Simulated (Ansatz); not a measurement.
Reaction (hydrogenolysis of a C–C bond): `CC(C)CC(C)C(C)C` + H₂ → `CCCC(C)C` + `CCC`

Isolated molecules relaxed with PBE0-D4/def2-TZVP in Ansatz; ΔE leaves out vibrations. CCSD(T)/CBS adds triple-zeta CCSD(T) − MP2 to the extrapolated MP2 energy (def2 sets, frozen cores). This one scheme is used for every species. DFT in def2-TZVPP. B3LYP here is the variant with VWN-RPA as its local correlation; programs differ in this. Each species was taken in one conformer, which may not be the lowest.

```csv
level,ΔE (kJ/mol),difference from CCSD(T)/CBS
PBE-D4,-64.7,-5.0
r2SCAN-D4,-65.5,-5.8
PBE0-D4,-67.5,-7.8
B3LYP-D4,-69.9,-10.2
ωB97X-V,-64.7,-5.0
ωB97M-V,-62.5,-2.8
B2PLYP,-79.3,-19.6
PBE,-81.0,-21.3
r2SCAN,-71.4,-11.7
PBE0,-82.2,-22.5
B3LYP,-94.5,-34.8
HF/def2-TZVPP,-108.3,-48.6
MP2/def2-TZVPP,-52.6,7.1
SCS-MP2/def2-TZVPP,-63.0,-3.3
CCSD/def2-TZVPP,-68.3,-8.6
CCSD(T)/def2-TZVPP,-59.8,-0.1
HF/def2-QZVPP,-108.4,-48.7
MP2/def2-QZVPP,-52.6,7.1
SCS-MP2/def2-QZVPP,-63.2,-3.5
HF/CBS(def2),-108.4,-48.7
MP2/CBS(def2),-52.5,7.2
CCSD/CBS(def2),-68.2,-8.5
CCSD(T)/CBS,-59.7,0
```

Largest T1 diagnostic among the species: 0.009.

In def2-TZVPP, CCSD(T) changes the Hartree–Fock value by +48.5 kJ/mol (the triples alone add +8.5 kJ/mol) and MP2 by +55.7 kJ/mol. The D4 term adds +24.6 kJ/mol with B3LYP and +14.7 kJ/mol with PBE0; it sums over pairs of atoms, weighted by their polarisabilities, and B3LYP, whose exchange is more repulsive, gets the larger term.

CCSD(T)/CBS has its own doubt, a few kJ/mol and more with outer-core shells, so smaller differences from it don't rank the levels.
